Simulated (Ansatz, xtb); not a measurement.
## Two isomers of C6H14S

Structure I: `CC(C)(C)CCS`, a singlet. Structure II: `CCCC(C)(C)S`, a singlet. Both are isolated molecules in the gas phase, relaxed with PBE-D3(BJ)/def2-SVP; each stands in its lowest conformer found.

I (Å):

```xyz
21

C     0.7238    1.9187   -0.0904
C    -0.3988    0.8690   -0.1908
C    -0.8717    0.7795   -1.6537
C    -1.5860    1.2925    0.6945
C     0.1243   -0.5343    0.2204
C     0.6494   -0.6714    1.6490
S     1.3381   -2.3315    2.0278
H     0.3720    2.9052   -0.4563
H     1.6023    1.6258   -0.7021
H     1.0687    2.0604    0.9541
H    -0.0413    0.4791   -2.3255
H    -1.2579    1.7576   -2.0079
H    -1.6850    0.0330   -1.7673
H    -1.2892    1.4214    1.7552
H    -2.0063    2.2600    0.3504
H    -2.4013    0.5401    0.6585
H     0.9323   -0.8381   -0.4797
H    -0.6978   -1.2702    0.0722
H    -0.1248   -0.4223    2.4022
H     1.5035    0.0125    1.8307
H     0.1779   -3.0197    1.8300
```

II (Å):

| atom | x (Å) | y (Å) | z (Å) |
| --- | --- | --- | --- |
| C | -0.7843 | 2.8052 | -1.2598 |
| C | -0.9992 | 1.4131 | -0.6633 |
| C | 0.2607 | 0.8574 | 0.0033 |
| C | 0.1656 | -0.5462 | 0.6412 |
| C | -0.8721 | -0.6037 | 1.7686 |
| C | 1.5474 | -0.9530 | 1.1759 |
| S | -0.2318 | -1.8405 | -0.6493 |
| H | -1.7035 | 3.1878 | -1.7471 |
| H | 0.0203 | 2.7947 | -2.0245 |
| H | -0.4881 | 3.5392 | -0.4812 |
| H | -1.8341 | 1.4509 | 0.0697 |
| H | -1.3180 | 0.7116 | -1.4643 |
| H | 0.5863 | 1.5609 | 0.8052 |
| H | 1.0840 | 0.8394 | -0.7434 |
| H | -0.6155 | 0.1336 | 2.5600 |
| H | -1.8924 | -0.3671 | 1.4068 |
| H | -0.9002 | -1.6118 | 2.2259 |
| H | 1.5187 | -1.9589 | 1.6398 |
| H | 1.8800 | -0.2244 | 1.9441 |
| H | 2.3056 | -0.9627 | 0.3667 |
| H | -1.5374 | -1.4947 | -0.8258 |

Task: Estimate E(II) − E(I) at the level CCSD(T)/def2-SVP + ΔMP2/def2-TZVPP.

Result: Too close to call at this level: CCSD(T)/def2-SVP + ΔMP2/def2-TZVPP gives E(II) − E(I) = −0.59 kcal/mol.

The same difference at several levels:

```tsv
level	geometry	E(II) − E(I) (kcal/mol)	departure from the last row (kcal/mol)	job, with rough time for the two
GFN2-xTB	GFN2-xTB	+0.14	+0.73	optimisation, 0.21 s
HF/STO-3G	GFN2-xTB	+1.08	+1.66	single point, 0.54 s
r2SCAN-D4/def2-SVP	GFN2-xTB	−2.06	−1.47	single point, 3.8 s
PBE-D3(BJ)/def2-SVP	PBE-D3(BJ)/def2-SVP	−2.02	−1.43	optimisation, 19 s
HF/def2-SVP	PBE-D3(BJ)/def2-SVP	−0.92	−0.34	part of the CCSD(T) run
MP2/def2-SVP	PBE-D3(BJ)/def2-SVP	−1.69	−1.10	part of the CCSD(T) run
CCSD(T)/def2-SVP	PBE-D3(BJ)/def2-SVP	−1.45	−0.86	single point
CCSD(T)/def2-SVP + ΔMP2/def2-TZVPP	PBE-D3(BJ)/def2-SVP	−0.59		single point, 2 min
```

As drawn, both hold the same kinds of bond in the same numbers.

The largest departure from CCSD(T)/def2-SVP + ΔMP2/def2-TZVPP is that of HF/STO-3G, 1.66 kcal/mol. The last row adds to CCSD(T) the change of the MP2 difference between the two basis sets, here +0.86 kcal/mol.

With thermal terms from frequencies at re-optimised GFN2-xTB minima (ideal gas, soft modes damped towards free rotors, one conformer each, 298.15 K, 1 atm): the zero-point term adds −0.15 kcal/mol; ΔH is −0.65 and ΔG −0.75 kcal/mol.

The correlated steps freeze 11 core orbitals. Codes used: Ansatz 0.2.0, xtb 6.7.1; the last row on 4 threads of AMD EPYC 7R43 64-Core Processor (Zen 3) on a shared host.
